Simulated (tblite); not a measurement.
A geometry optimisation, step by step.

Compound: C₆H₁₃BO₂.
SMILES with atom numbers: `[CH3:1][O:2][CH2:3][C@H:4]1[CH2:5][CH2:6][BH:7][CH2:8][O:9]1` (hydrogens: H10, H11, H12 on C1; H13, H14 on C3; H15 on C4; H16, H17 on C5; H18, H19 on C6; H20 on B7; H21, H22 on C8)

Computed with GFN2-xTB (tblite), gas phase: L-BFGS steps from a force-field or distance-geometry start until the largest atomic force falls under 0.01 eV/Å. 8 of its 129 geometries are shown.

Step 0: E = -783.5027 eV, largest atomic force 2.403 eV/Å
```
atom  x, y, z in Å  |  force x, y, z in eV/Å
C1     -3.382   -0.411    0.624   -2.245  -0.089   0.851
O2     -2.031   -0.254    0.718    0.463  -0.550   1.451
C3     -1.413    0.369   -0.345   -0.563   0.795  -0.387
C4      0.063    0.434   -0.029   -0.334   0.127   0.393
C5      0.604   -0.968    0.236   -1.661  -0.838   0.258
C6      2.054   -1.125   -0.073    1.490   0.388   0.084
B7      2.826    0.242   -0.268    0.478  -0.326  -0.441
C8      1.940    1.534   -0.538    1.334  -0.782  -0.295
O9      0.724    1.054   -1.079   -0.162   0.781  -0.168
H10    -3.940    0.556    0.535    0.406  -0.329  -0.307
H11    -3.777   -0.841    1.594    0.693   0.202  -0.826
H12    -3.713   -1.093   -0.183    0.220   0.262   0.029
H13    -1.615   -0.222   -1.247    0.123   0.370  -0.359
H14    -1.793    1.424   -0.425    0.057  -0.594  -0.418
H15     0.158    1.092    0.875   -0.090  -0.511  -0.184
H16     0.373   -1.228    1.291   -0.011  -0.001  -0.717
H17     0.032   -1.638   -0.462    0.239   0.300   0.895
H18     2.582   -1.663    0.747   -0.348  -0.164  -0.779
H19     2.131   -1.667   -1.035    0.426  -0.045   0.635
H20     3.992    0.190   -0.461   -0.204   0.206   0.219
H21     2.444    2.172   -1.273   -0.421   0.188   0.121
H22     1.731    2.060    0.396    0.110   0.611  -0.057
```

Step 18: E = -784.0656 eV, largest atomic force 0.165 eV/Å
```
atom  x, y, z in Å  |  force x, y, z in eV/Å
C1     -3.489   -0.406    0.643    0.078   0.013  -0.034
O2     -2.101   -0.252    0.793   -0.022   0.001   0.022
C3     -1.468    0.365   -0.303   -0.052  -0.020   0.062
C4      0.023    0.444    0.028   -0.003   0.001   0.025
C5      0.596   -0.977    0.202    0.040   0.028   0.009
C6      2.107   -1.104   -0.078   -0.039  -0.053  -0.003
B7      2.881    0.231   -0.325   -0.004  -0.049   0.024
C8      2.006    1.499   -0.621    0.092   0.028  -0.006
O9      0.648    1.223   -0.963    0.095  -0.040   0.072
H10    -3.985    0.560    0.495   -0.014   0.009   0.016
H11    -3.838   -0.865    1.566   -0.056   0.008  -0.039
H12    -3.728   -1.056   -0.208   -0.010  -0.007   0.001
H13    -1.628   -0.210   -1.227    0.034  -0.005   0.025
H14    -1.861    1.379   -0.464   -0.035   0.048   0.003
H15     0.111    0.973    0.994    0.031  -0.001   0.019
H16     0.395   -1.257    1.235   -0.066  -0.092  -0.010
H17     0.044   -1.663   -0.441   -0.007   0.036  -0.001
H18     2.562   -1.718    0.701    0.052  -0.033  -0.011
H19     2.241   -1.679   -1.000    0.029  -0.022  -0.021
H20     4.049    0.280   -0.307   -0.006   0.046   0.025
H21     2.383    2.133   -1.424   -0.022   0.041  -0.080
H22     2.043    2.119    0.300   -0.117   0.063  -0.098
```

Step 37: E = -784.1177 eV, largest atomic force 0.087 eV/Å
```
atom  x, y, z in Å  |  force x, y, z in eV/Å
C1     -3.515   -0.380    0.617    0.015   0.000   0.017
O2     -2.145   -0.241    0.890    0.014   0.003  -0.015
C3     -1.455    0.371   -0.172   -0.022   0.006  -0.018
C4      0.048    0.404    0.112   -0.052  -0.044   0.010
C5      0.608   -1.029    0.169   -0.046   0.027  -0.001
C6      2.131   -1.101   -0.059   -0.059  -0.027   0.018
B7      2.858    0.272   -0.243    0.006  -0.018   0.023
C8      1.979    1.497   -0.683   -0.006   0.012  -0.012
O9      0.606    1.194   -0.915    0.005  -0.069   0.053
H10    -3.989    0.596    0.454   -0.011   0.015   0.007
H11    -3.962   -0.862    1.482   -0.008  -0.010   0.031
H12    -3.681   -0.999   -0.274    0.000  -0.008   0.001
H13    -1.618   -0.190   -1.105   -0.022   0.036  -0.024
H14    -1.814    1.399   -0.332   -0.004   0.007   0.032
H15     0.220    0.890    1.089   -0.009   0.001  -0.084
H16     0.346   -1.431    1.149    0.021   0.006  -0.044
H17     0.089   -1.635   -0.577    0.029   0.034  -0.014
H18     2.583   -1.743    0.698    0.051   0.003   0.002
H19     2.312   -1.613   -1.012    0.026  -0.028   0.019
H20     4.016    0.380   -0.136    0.036   0.034   0.031
H21     2.328    1.934   -1.623    0.018   0.033  -0.022
H22     2.042    2.307    0.068    0.017  -0.013  -0.011
```

Step 55: E = -784.1379 eV, largest atomic force 0.089 eV/Å
```
atom  x, y, z in Å  |  force x, y, z in eV/Å
C1     -3.517   -0.386    0.645    0.016   0.001   0.032
O2     -2.135   -0.281    0.878    0.050  -0.004  -0.007
C3     -1.465    0.404   -0.153    0.044  -0.013  -0.032
C4      0.051    0.376    0.068    0.007  -0.034   0.001
C5      0.605   -1.058    0.091   -0.024   0.001  -0.004
C6      2.146   -1.101   -0.022   -0.022  -0.014   0.029
B7      2.845    0.290   -0.191   -0.012  -0.007  -0.001
C8      1.966    1.473   -0.736    0.009   0.031   0.010
O9      0.600    1.147   -0.980    0.003  -0.011   0.032
H10    -3.975    0.602    0.510    0.008  -0.013   0.002
H11    -3.942   -0.865    1.525   -0.011  -0.011   0.004
H12    -3.731   -0.997   -0.242    0.029   0.037   0.011
H13    -1.681   -0.057   -1.129   -0.014   0.008   0.001
H14    -1.796    1.455   -0.195    0.005  -0.060  -0.012
H15     0.285    0.855    1.035   -0.040  -0.012  -0.042
H16     0.284   -1.510    1.031   -0.030  -0.007  -0.084
H17     0.155   -1.624   -0.727   -0.026   0.060   0.026
H18     2.560   -1.700    0.790    0.012   0.020   0.047
H19     2.417   -1.652   -0.931   -0.023   0.011   0.007
H20     3.979    0.458    0.042   -0.007  -0.003  -0.021
H21     2.340    1.873   -1.684   -0.005  -0.018  -0.012
H22     1.998    2.319   -0.026    0.030   0.038   0.014
```

Step 73: E = -784.1925 eV, largest atomic force 0.135 eV/Å
```
atom  x, y, z in Å  |  force x, y, z in eV/Å
C1     -3.434   -0.423    0.775   -0.043   0.023   0.029
O2     -2.035   -0.401    0.797    0.024  -0.062   0.047
C3     -1.484    0.403   -0.213    0.071  -0.009  -0.030
C4      0.031    0.390   -0.034    0.064  -0.039   0.056
C5      0.575   -1.039   -0.162   -0.054  -0.020  -0.006
C6      2.086   -1.089    0.116   -0.018   0.062  -0.016
B7      2.798    0.290   -0.118   -0.038   0.067  -0.002
C8      1.988    1.470   -0.774    0.025   0.055  -0.032
O9      0.593    1.252   -0.997    0.056  -0.066   0.063
H10    -3.829    0.598    0.808   -0.132   0.011   0.027
H11    -3.738   -0.969    1.666   -0.096  -0.020  -0.033
H12    -3.818   -0.922   -0.125    0.014   0.009   0.035
H13    -1.735    0.021   -1.210   -0.061  -0.068  -0.090
H14    -1.871    1.429   -0.140    0.052   0.064  -0.001
H15     0.251    0.766    0.980    0.065  -0.007   0.012
H16     0.024   -1.668    0.540    0.028   0.006  -0.107
H17     0.363   -1.380   -1.180    0.028   0.021   0.095
H18     2.277   -1.440    1.136   -0.055   0.015  -0.079
H19     2.544   -1.842   -0.535    0.006   0.006   0.093
H20     3.905    0.471    0.213    0.045   0.004  -0.065
H21     2.401    1.704   -1.764    0.004   0.026   0.033
H22     2.098    2.398   -0.182    0.013  -0.077  -0.029
```

Step 91: E = -784.2312 eV, largest atomic force 0.082 eV/Å
```
atom  x, y, z in Å  |  force x, y, z in eV/Å
C1     -3.469   -0.399    0.797    0.007  -0.023  -0.005
O2     -2.068   -0.342    0.854    0.003  -0.014   0.000
C3     -1.487    0.388   -0.201    0.012   0.012   0.017
C4      0.030    0.359   -0.016    0.028  -0.047   0.011
C5      0.607   -1.043   -0.236    0.030  -0.027   0.002
C6      2.088   -1.072    0.161    0.013   0.027  -0.010
B7      2.813    0.283   -0.161    0.010   0.008  -0.037
C8      1.988    1.476   -0.768   -0.012  -0.041   0.018
O9      0.581    1.289   -0.925   -0.012  -0.027   0.013
H10    -3.922    0.596    0.895    0.034  -0.008  -0.008
H11    -3.776   -1.025    1.632   -0.048   0.020   0.014
H12    -3.815   -0.851   -0.141    0.012   0.011  -0.018
H13    -1.762   -0.044   -1.174    0.015  -0.008   0.000
H14    -1.817    1.436   -0.184   -0.072   0.019  -0.008
H15     0.240    0.671    1.021    0.046   0.016  -0.010
H16     0.032   -1.761    0.347   -0.076   0.002   0.009
H17     0.500   -1.287   -1.294   -0.008   0.008  -0.010
H18     2.176   -1.283    1.232   -0.021   0.071   0.001
H19     2.584   -1.920   -0.320   -0.004   0.033  -0.018
H20     3.953    0.446    0.034    0.074  -0.025   0.025
H21     2.372    1.703   -1.770   -0.043   0.026  -0.006
H22     2.145    2.399   -0.184    0.011  -0.034   0.019
```

Step 110: E = -784.2474 eV, largest atomic force 0.030 eV/Å
```
atom  x, y, z in Å  |  force x, y, z in eV/Å
C1     -3.475   -0.390    0.773   -0.002   0.005  -0.001
O2     -2.076   -0.340    0.867    0.003  -0.007  -0.008
C3     -1.483    0.370   -0.195   -0.003   0.002  -0.001
C4      0.034    0.354   -0.006    0.000  -0.005   0.000
C5      0.608   -1.051   -0.209    0.028   0.004   0.010
C6      2.097   -1.065    0.152    0.021   0.008   0.004
B7      2.840    0.249   -0.280    0.010   0.000   0.008
C8      1.982    1.480   -0.751   -0.007  -0.017   0.009
O9      0.581    1.270   -0.930   -0.005   0.013   0.008
H10    -3.917    0.611    0.843    0.002   0.023  -0.009
H11    -3.822   -0.997    1.607    0.001  -0.008   0.000
H12    -3.792   -0.846   -0.173   -0.015  -0.019   0.003
H13    -1.744   -0.090   -1.160    0.014   0.005  -0.005
H14    -1.831    1.413   -0.212   -0.013   0.015   0.011
H15     0.251    0.687    1.023   -0.003  -0.009  -0.001
H16     0.040   -1.753    0.402   -0.007   0.000  -0.012
H17     0.482   -1.316   -1.260   -0.019  -0.009  -0.003
H18     2.198   -1.151    1.240    0.007   0.002   0.006
H19     2.571   -1.966   -0.245   -0.008  -0.008   0.001
H20     4.000    0.364   -0.184    0.005   0.005  -0.013
H21     2.328    1.903   -1.699   -0.009  -0.007  -0.005
H22     2.120    2.285   -0.004   -0.001   0.005  -0.002
```

Step 128: E = -784.2494 eV, largest atomic force 0.010 eV/Å
```
atom  x, y, z in Å  |  force x, y, z in eV/Å
C1     -3.489   -0.389    0.755    0.004  -0.004   0.000
O2     -2.089   -0.366    0.855    0.005   0.000   0.002
C3     -1.481    0.364   -0.184    0.000   0.002  -0.001
C4      0.034    0.348    0.018    0.000   0.005  -0.001
C5      0.616   -1.052   -0.195    0.003   0.009   0.003
C6      2.108   -1.063    0.152   -0.001   0.007   0.001
B7      2.846    0.247   -0.302   -0.001  -0.003   0.003
C8      1.978    1.480   -0.748   -0.003  -0.007   0.001
O9      0.573    1.278   -0.898   -0.001   0.001  -0.005
H10    -3.908    0.625    0.798   -0.003  -0.003  -0.002
H11    -3.852   -0.969    1.600   -0.002  -0.001   0.003
H12    -3.812   -0.862   -0.181   -0.007   0.002  -0.003
H13    -1.728   -0.073   -1.163    0.000  -0.003  -0.001
H14    -1.831    1.407   -0.182    0.000   0.004   0.004
H15     0.246    0.672    1.051    0.002  -0.003   0.000
H16     0.055   -1.758    0.416   -0.004  -0.006   0.002
H17     0.480   -1.316   -1.246   -0.002  -0.003  -0.004
H18     2.219   -1.131    1.240    0.001  -0.002   0.002
H19     2.575   -1.971   -0.236    0.001   0.000   0.000
H20     4.009    0.360   -0.246    0.004  -0.002  -0.001
H21     2.304    1.904   -1.702    0.002   0.003  -0.006
H22     2.135    2.283   -0.002    0.004   0.005   0.004
```

Q: Summarise the path.

A: The energy falls by 72.05 kJ/mol from step 0 to step 128; nine tenths of that is first reached at step 69. It falls at every step. The largest force goes from 2.403 to 0.010 eV/Å. Among the bonds C1–H11 changes most, from 1.132 to 1.088 Å; the atoms move by 0.494 Å rms after alignment.

What follows is the cost of the whole relaxation. The run took 1.6 s wall on one thread, Arm Neoverse N1 (aarch64) (shared host).
